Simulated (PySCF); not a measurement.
## Ionising KAs

UHF-CCSD(T); PySCF, no relativity, basis sets K pcseg-1, As pcseg-1. Neutral (UHF): triplet (π ↑↑), Re = 3.202 Å, ωe = 156 cm⁻¹, De = 0.83 eV.

KAs⁺ (UHF): quartet (σ ↑, π ↑↑), Re = 3.732 Å, ωe = 65.3 cm⁻¹, De = 0.15 eV to K⁺ + As. The energies at the minima are -2833.21197 hartree for KAs and -2833.03620 for KAs⁺.

Problem. Work out the adiabatic ionisation energy, without and with harmonic zero-point energies (1 hartree = 27.2114 eV, 1 eV = 8065.5 cm⁻¹), and the change of the bond length.

Solution. At UHF-CCSD(T): 0.17577 hartree = 4.783 eV between the minima; the zero-point term (65.3 − 156.0)/2 cm⁻¹ = -0.006 eV makes it 4.777 eV. Re changes by +53.0 pm against the neutral. The electron leaves a σ orbital, and the ion is left as a loose complex of an ion and an atom.

Correlated steps freeze 14 core orbitals. Weak bonds: KAs⁺. Basis-set superposition, not corrected here, can be much of De in a small basis, most of all at correlated wavefunction levels. Spin–orbit coupling is left out. For an ion De counts to the pair picked by the measured ionisation energies or electron affinities, which need not be the lowest pair at this level. States were picked by a PBE0 search and need not be the measured ground states.
